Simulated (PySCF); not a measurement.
# Worked example: oscillator strength and radiative lifetime

C4H9FSi, SMILES C[SiH](C)/C=C\F.

Coordinates come from a PBE0-D3(BJ)/def2-SVP optimisation. The structure was generated by enumeration; whether it is a known compound was not checked. Other conformers were not sampled.

TDA-PBE/def2-SVPD (PySCF) puts the first singlet state with f over 0.02 at 6.20 eV (vertical), with the transition dipole (0.870, -0.123, 0.000) in atomic units.

Q: Find the oscillator strength, the wavelength and the radiative lifetime that this transition would have in vacuum if emission retraced absorption.

A: 
|μ|² = 0.7720 au, so |μ| = 2.23 D. ΔE = 6.20/27.211 = 0.2278 hartree. f = (2/3) ΔE |μ|² = 0.117 (the program prints 0.117).
λ = 1239.84/6.20 = 200 nm; ν = 50006 cm⁻¹.
Einstein's coefficient A = 0.6670 ν² f s⁻¹ (ν in cm⁻¹) = 2.0e8 s⁻¹, so τ = 1/A = 5.1 ns. This state is S1. The figure is the radiative limit of this one transition; relaxation, internal conversion, crossing to triplets and a medium change what is measured.
